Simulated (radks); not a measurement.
The nitrogen anion N2-, [He] 2s2 2p5, held by a Watson sphere: a shell of charge +2.76 at radius R that stands for the Madelung well of a crystal (potential energy -2.76/R inside, -2.76/r outside, in hartree with lengths in bohr). Method: scalar-relativistic Kohn-Sham, LDA (Slater exchange, Perdew-Wang correlation), spin-polarised, spherical densities, finite nucleus; open shells are filled with parallel spins first; Fermi nuclear charge, rms radius of each element as measured or else 0.836 A^(1/3) + 0.57 fm; computed with a radial shooting solver on a logarithmic mesh with Libxc functionals. Response by self-consistent Sternheimer equations with the Hartree and adiabatic LDA kernel, the relativistic mass of each level held fixed and spin-orbit coupling left out. The sphere does not respond.

R (bohr)  e(2s down) (eV)  e(2p up) (eV)  e(2p down) (eV)  <r> 2p (bohr)  sum of <r^2> (bohr^2)  X-ray form factor at sin(theta)/lambda = 0.1 1/angstrom  alpha (bohr^3)
1.69              -28.008        -17.560          -16.487          1.512                  18.57                                                    7.781           8.317
1.94              -26.097        -15.969          -14.954          1.601                  20.61                                                    7.668           10.74
2.08              -25.126        -15.154          -14.165          1.649                  21.73                                                    7.608           12.34
2.4               -23.171        -13.479          -12.539          1.754                  24.25                                                    7.481           16.81
2.56              -22.319        -12.733          -11.812          1.805                  25.50                                                    7.421           19.54
2.61              -22.069        -12.512          -11.596          1.821                  25.89                                                    7.403           20.48
2.99              -20.390        -11.000          -10.115          1.941                  28.85                                                    7.274           28.99
3.46              -18.765         -9.490           -8.624          2.091                  32.59                                                    7.133           43.92
